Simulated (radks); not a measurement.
The numbers below are computed, except where a source is named.
Question: All-electron atom: neutral palladium in [Kr] 4d10. Code: a radial shooting solver on a logarithmic mesh with Libxc functionals. Model: scalar-relativistic Kohn-Sham, r2SCAN, spin-polarised, spherical densities, finite nucleus; meta-GGA in the generalised Kohn-Sham scheme; Fermi nuclear charge, rms radius 4.5318 fm. Some entries of the table are withheld. Estimate them.

orbital  occ.  eigenvalue (eV)  <r^2> (bohr^2)
1s          2              (1)        0.001372
2s          2        -3548.671         0.02254
2p          6              (2)         0.01778
3s          2        -645.2473          0.1638
3p          6              (3)          0.1661
3d         10        -328.3275          0.1526
4s          2         -87.5364           1.025
4p          6         -52.6018           1.261
4d         10              (4)           3.179
5s          0          -2.9274             (5)

Answer: 
(1) 1s eigenvalue (eV): -24213.98
(2) 2p eigenvalue (eV): -3178.719
(3) 3p eigenvalue (eV): -522.6137
(4) 4d eigenvalue (eV): -4.0221
(5) 5s <r^2> (bohr^2): 14.16
